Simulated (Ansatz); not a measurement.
`N[Si](S)(Cl)C=O`, charge 0, multiplicity 1.

Give a relaxed structure at PBE0-D4/def2-TZVP (Ansatz). (Best estimate.)

Computed: 
Cartesian coordinates in Å:
```
N 0.160 1.373 -0.714
Si -0.149 -0.223 -0.243
S 1.506 -1.470 -0.696
Cl -1.898 -0.781 -1.168
C -0.476 -0.532 1.626
O -0.437 0.371 2.422
H 1.019 1.819 -0.434
H -0.599 2.030 -0.803
H 1.593 -1.021 -1.960
H -0.717 -1.566 1.971
```
This is one stationary point; other conformers may exist.
